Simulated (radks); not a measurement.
The numbers below are computed, except where a source is named.
Removal energies from the xenon ion Xe8+, [Kr] 4d10, by Delta-SCF beside the eigenvalue of the level emptied. Level of theory: Dirac Kohn-Sham, PBE, spin-unpolarised, spherical densities, finite nucleus; Fermi nuclear charge, rms radius of each element as measured or else 0.836 A^(1/3) + 0.57 fm (a radial shooting solver on a logarithmic mesh with Libxc functionals). Sub-shells are occupied by j as written (lower j first in brackets).

| removed from | final configuration | Delta-SCF (eV) | -eigenvalue (eV) |
|---|---|---|---|
| 4d5/2 | [Kr] 4d(3/2: 4, 5/2: 5) | 179.23 | 166.94 |
| 4d3/2 | [Kr] 4d(3/2: 3, 5/2: 6) | 181.41 | 169.03 |
| 4p3/2 | [Ar] 3d10 4s2 4p(1/2: 2, 3/2: 3) 4d10 | 260.14 | 246.88 |
| 4p1/2 | [Ar] 3d10 4s2 4p(1/2: 1, 3/2: 4) 4d10 | 272.95 | 259.36 |
